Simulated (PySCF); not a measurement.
## Potassium: a sound run and one with changed settings

Sound run: K²⁺ [Ne] 3s2 3p5, K³⁺ [Ne] 3s2 3p4. All numbers are calculated (PySCF 2.14, the spin-free X2C one-electron Hamiltonian (Gaussian nucleus), in aug-cc-pVDZ-X2C). In the sound run the correlated levels freeze [Ne] 3s2. The sound run starts from symmetry-adapted Hartree-Fock orbitals and uses a fine grid where one is needed.

Changed run: no relativity, point nucleus. This setting is unsound on purpose.

```json
{"species": "K²⁺", "method": "UHF", "sound run (hartree)": "-600.15061", "changed run (hartree)": "-597.32606", "converged": "yes"}
{"species": "K²⁺", "method": "PBE0", "sound run (hartree)": "-600.68898", "changed run (hartree)": "-597.86455", "converged": "yes"}
{"species": "K²⁺", "method": "M06-L", "sound run (hartree)": "-600.84266", "changed run (hartree)": "-598.01808", "converged": "yes"}
{"species": "K²⁺", "method": "MP2", "sound run (hartree)": "-600.15264", "changed run (hartree)": "-597.32810", "converged": "yes"}
{"species": "K²⁺", "method": "CCSD(T)", "sound run (hartree)": "-600.15275", "changed run (hartree)": "-597.32821", "converged": "yes"}
{"species": "K³⁺", "method": "UHF", "sound run (hartree)": "-598.43157", "changed run (hartree)": "-595.61244", "converged": "yes"}
{"species": "K³⁺", "method": "PBE0", "sound run (hartree)": "-598.91845", "changed run (hartree)": "-596.09952", "converged": "yes"}
{"species": "K³⁺", "method": "M06-L", "sound run (hartree)": "-599.07047", "changed run (hartree)": "-596.25143", "converged": "yes"}
{"species": "K³⁺", "method": "MP2", "sound run (hartree)": "-598.43245", "changed run (hartree)": "-595.61333", "converged": "yes"}
{"species": "K³⁺", "method": "CCSD(T)", "sound run (hartree)": "-598.43250", "changed run (hartree)": "-595.61338", "converged": "yes"}
```

Ionisation energy of K²⁺:

| method | sound run (eV) | changed run (eV) |
| --- | --- | --- |
| UHF | 46.778 | 46.630 |
| PBE0 | 48.178 | 48.029 |
| M06-L | 48.224 | 48.073 |
| MP2 | 46.809 | 46.661 |
| SCS-MP2 | 46.808 | 46.661 |
| CCSD | 46.810 | 46.663 |
| CCSD(T) | 46.810 | 46.663 |

Most of the change in total energy is the relativistic energy itself. On top of that the contraction fixes the core shape for the Hamiltonian it was made with, so the changed run is not a good calculation with the other Hamiltonian either.

For comparison, NIST gives 45.803 eV between the lowest levels.
